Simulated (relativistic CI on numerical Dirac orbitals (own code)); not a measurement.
## Ir7+: N6,7 absorption edge

Computed with this model: Dirac-Coulomb-Breit CI, separate exchange-only KLI orbitals for each configuration, model QED (radiative potential, 1s self-energy scaled to tabulated hydrogen-like ionisation energies), multiplet model of core-to-valence dipole absorption, unscaled Slater integrals; configurations [Xe] 4f14 5d2 → [Xe] 4f13 5d3; 300 K; Lorentzian 0.45 eV and Gaussian 0.3 eV FWHM. Energies are those of the free ion, without screening or charge transfer. The branching ratio is the share of the lower-energy edge in the whole absorption, uncertain by about 0.02 where the edges overlap. S is read from ⟨S²⟩ = S(S + 1).

Computed curve for free ion, scaled to 100 at the maximum (points under 2 are left out and the grid is thinned):

```csv
Energy (eV),Intensity
66.5,2.1
67.2,2.1
67.5,3.1
67.7,4.8
67.9,6.8
68.1,6.7
68.4,5.4
68.6,6.7
68.8,10.1
69.1,11.8
69.3,10.8
69.5,13.3
69.7,20.2
70.0,26.1
70.2,30.9
70.4,43.1
70.7,58.0
70.9,64.1
71.1,63.6
71.3,61.4
71.6,92.1
71.8,100.0
72.0,92.8
72.2,74.4
72.5,52.7
72.7,54.3
72.9,48.0
73.2,26.7
73.4,25.0
73.6,29.6
73.8,27.6
74.1,18.8
74.3,14.2
74.5,9.5
74.8,5.4
75.0,4.3
75.2,3.5
75.4,2.9
75.7,2.4
75.9,2.1
```

The ground state has S = 0.93, and the centroid lies at 71.71 eV.
